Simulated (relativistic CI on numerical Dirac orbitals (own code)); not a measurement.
**Cr⁴⁺ in a cubic cluster: 1s photoemission with charge transfer**

Computed with a charge-transfer multiplet model of a cubic metal-ligand cluster with up to 2 ligand holes, Slater and spin-orbit integrals from Dirac-Coulomb-Breit ions, Slater integrals scaled by 0.9. The ground state mixes d2 with configurations of k ligand holes L, whose averages lie at kΔ + k(k − 1)U_dd/2; a core hole lowers each added d electron by U_cd. 300 K, Lorentzian 1.1 eV and Gaussian 0.6 eV FWHM.

Atomic integrals in eV (Slater integrals scaled, ζ unscaled), ground: F2dd 10.549, F4dd 6.644, zeta_d 0.039; with the core hole: F2dd 12.004, F4dd 7.589, zeta_d 0.058, G2cd 0.064.

Cluster parameters (eV): Δ = 1.4, U_dd = 6.4, 10Dq = 1.05, 10Dq(ligand) = 0.3, V(eg) = 3.35, V(t2g) = -1.61, final-state hopping factor = 1.

| Case | n_d | d2 | d3L | d4L2 | S |
| --- | --- | --- | --- | --- | --- |
| U_cd = 5.4 eV | 2.81 | 0.33 | 0.53 | 0.14 | 1.00 |
| U_cd = 6 eV | 2.81 | 0.33 | 0.53 | 0.14 | 1.00 |
| U_cd = 7.2 eV | 2.81 | 0.33 | 0.53 | 0.14 | 1.00 |

Weights, n_d and S are thermal averages at 300 K. Binding energies count from the first peak over 30 % of the highest in each spectrum, which can be another peak from case to case. The parameters are a model scan and need not match a compound or its usual spin state. Peaks in eV (height, largest 100):
- U_cd = 5.4 eV: 0.0 (100)
- U_cd = 6 eV: 0.0 (100), 14.8 (6)
- U_cd = 7.2 eV: 0.0 (100), 15.0 (8)

Curve for U_cd = 7.2 eV (points under 2 left out, the grid thinned):

```
E (eV)  Intensity
  -3.8        2.4
  -3.5        2.9
  -3.1        3.6
  -2.8        4.4
  -2.4        5.9
  -2.1        7.7
  -1.7       11.4
  -1.4       16.3
  -1.1       24.7
  -0.7       47.1
  -0.4       74.1
   0.0      100.0
   0.3       88.2
   0.7       51.6
   1.0       31.7
   1.3       20.4
   1.7       12.8
   2.0       10.0
   2.4        8.3
   2.7        7.5
   3.1        6.2
   3.4        5.0
   3.8        3.6
   4.1        2.9
   4.4        2.5
   4.8        2.3
   5.1        2.2
   5.5        2.1
   5.8        2.0
   6.2        2.0
  12.0        2.0
  12.3        2.0
  12.8        2.1
  13.1        2.2
  13.5        2.6
  13.8        3.2
  14.2        4.8
  14.5        6.4
  14.8        7.8
  15.2        7.7
  15.5        6.2
  15.9        4.1
  16.2        3.2
  16.6        2.5
  16.9        2.1
```

For the case U_cd = 7.2 eV, Δ = 1.4 eV is smaller than U_dd = 6.4 eV, the charge-transfer side of the Zaanen-Sawatzky-Allen scheme. With the core hole the configuration with one ligand hole lies at Δ − U_cd = -4.0, -4.6, -5.8 eV from the one without, in the order of the table; where this is negative the screened configuration lies lower, though the effective hopping of about 6.9 eV (from the holes of the mixed ground state) mixes the two strongly wherever it is as large as the gap.

With at most 2 ligand holes the space is cut while the next configuration still counts, so covalency is underestimated, and a final configuration with one more ligand hole, which can lie low, is missing from the spectra.
